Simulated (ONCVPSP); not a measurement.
# What one change does to a pseudopotential (Ti (Z = 22), ONCV)

titanium, optimised norm-conserving Vanderbilt (ONCV), made with ONCVPSP 4.0.1 (PBEsol, scalar-relativistic). Core [Ne], reference 3s2 3p6 3d2 (charge +2). Waves: 3s: rc 0.95 bohr, ncon 3, nbas 7, qcut 6 1/bohr, 2 projectors, debl 1.7 Ha; 3p: rc 1.35 bohr, ncon 5, nbas 9, qcut 13 1/bohr, 2 projectors, debl 4 Ha; 3d: rc 1.55 bohr, ncon 5, nbas 10, qcut 10.7 1/bohr, 2 projectors, debl 2.4 Ha. Local part: polynomial inside 0.90 bohr (lpopt 4, dvloc0 6 Ha). Core correction: polynomial model core, fcfact 0.7.

In the s channel the program set the typed energies aside and used -2.878, 0.250 Ha.

Change: all radii but the core radius scaled by about 0.77 (s 0.74, p 1.04, d 1.20 bohr); local potential polynomial inside 0.70 bohr (lpopt 4, dvloc0 6 Ha).

Cutoffs: the cutoffs (Ha) at which the residual kinetic energy of the hardest occupied pseudo-wave falls to 1 and 0.1 mHa per electron; they do not see the model core or the augmentation charge, which bear on the density cutoff. Errors are all-electron minus pseudo energies relative to the spin-unpolarised reference configuration.

Q: What does the change do?

A: Of the 4 tests that both files solve, the error grows in 0 and shrinks in 2 by more than 15 % and 0.3 meV (median size 0.5 → 0.3 meV); neither file shows a bound ghost.

| quantity | base | changed |
| --- | --- | --- |
| cutoffs, loose and tight | not determined | 159 Ha, 224 Ha |
| bound ghosts | none | none |
| GHOST(+) flags under 300 eV | none | none |
| error for 3s2 3p6 3d2 4s2, meV [ΔE -20.83 eV] | +0.7 | -0.1 |
| error for 3s2 3p6 3d2 4s1, meV [ΔE -13.47 eV] | +0.2 | -0.3 |
| error for 3s2 3p6 3d1, meV [ΔE 26.90 eV] | +25 | +11 |
| error for 3s2 3p6 3d2 4s1.5, meV [ΔE -17.89 eV] | +0.4 | -0.3 |
| rms error of d²Exc/dni dnj with the model core, mHa | 1.23 | 1.05 |
